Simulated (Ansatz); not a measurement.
Start from `OB(F)[SiH2]Br` and change one atom or group to get `OB(F)[NH][AlH2]`.

Ansatz, PBE0-D4/def2-TZVP geometries, multiplicity 1. Each molecule was computed in one conformer, which needn't be the lowest.

Scalar relativity is left out up to krypton.

| property | `OB(F)[SiH2]Br` |
| --- | --- |
| zero-point energy (PBE0-D4/def2-TZVP) / kJ/mol | 106.5 |
| HOMO energy (PBE0/def2-TZVPP) / eV | -8.42 |
| LUMO energy (PBE0/def2-TZVPP) / eV | -0.98 |
| size of the dipole moment (PBE/def2-TZVPP) / D | 0.82 |
| size of the dipole moment (ωB97M-V/def2-TZVPP) / D | 0.91 |
| LUMO energy (B3LYP/def2-TZVPP) / eV | -1.17 |

Problem. Give the same properties after the change, and the shifts. (Best estimate.)

Solution. The calculation gave: 
| property | `OB(F)[NH][AlH2]` | shift |
| --- | --- | --- |
| zero-point energy (PBE0-D4/def2-TZVP) / kJ/mol | 138.5 | 32.0 |
| HOMO energy (PBE0/def2-TZVPP) / eV | -8.31 | 0.11 |
| LUMO energy (PBE0/def2-TZVPP) / eV | -1.09 | -0.11 |
| size of the dipole moment (PBE/def2-TZVPP) / D | 0.87 | 0.05 |
| size of the dipole moment (ωB97M-V/def2-TZVPP) / D | 0.79 | -0.12 |
| LUMO energy (B3LYP/def2-TZVPP) / eV | -1.30 | -0.13 |

With PBE0 the HOMO rises by 0.11 eV and the LUMO falls by 0.11 eV, so the gap narrows by about 0.22 eV. PBE moves the HOMO by 0.19 eV and ωB97M-V by -0.10 eV. The zero-point energy changes by 32.0 kJ/mol with +3 modes. Dipoles are sizes alone; their direction can turn.

B3LYP here is the variant with VWN-RPA as its local correlation; programs differ in this.

Spin–orbit coupling is left out; it splits and shifts lone-pair levels of the heavy atoms by tenths of an eV.
